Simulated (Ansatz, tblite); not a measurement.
Removing an electron: [Ga(OMe)H3]- (CH₆GaO⁻). The state is a singlet with charge -1. Geometry: PBE0-D4/def2-TZVPD. Ansatz, gas phase; energy differences of separate SCF runs; the oxidised species was run as a doublet alone.

| atom | x (Å) | y (Å) | z (Å) |
| --- | --- | --- | --- |
| Ga1 | -0.966 | -1.020 | 0.105 |
| O2 | 0.046 | 0.212 | -0.920 |
| C3 | 0.928 | 1.003 | -0.224 |
| H4 | 1.679 | 0.423 | 0.351 |
| H5 | 0.435 | 1.673 | 0.510 |
| H6 | 1.495 | 1.655 | -0.913 |
| H7 | -1.876 | -1.823 | -0.954 |
| H8 | -1.841 | -0.153 | 1.166 |
| H9 | 0.100 | -1.969 | 0.880 |

The xTB rows come from tblite.

```csv
level,−HOMO (eV),vertical IE (eV),−LUMO (eV),HOMO–LUMO gap (eV)
GFN1-xTB,6.17,9.13,-0.81,6.98
r2SCAN-D4/def2-TZVPD,0.74,3.62,-4.14,4.88
PBE0-D4/def2-TZVPD,1.87,3.83,-3.91,5.78
```

(1) Estimate the rows for GFN2-xTB, PBE-D4/def2-TZVPD.

## Answers

(1) 
```
            level  −HOMO (eV)  vertical IE (eV)  −LUMO (eV)  HOMO–LUMO gap (eV)
         GFN2-xTB        6.05              8.85       -2.13                8.18
PBE-D4/def2-TZVPD        0.48              3.52       -3.41                3.89
```

Relaxing the oxidised species (PBE0-D4/def2-TZVPD) changes its energy by -0.36 eV at PBE0-D4/def2-TZVPD, so the adiabatic ionisation energy to this nearest minimum is 3.47 eV. At PBE-D4/def2-TZVPD it is 3.29 eV.   Raw xTB energy differences between charge states are shifted by several eV; the methods need an empirical correction for them.
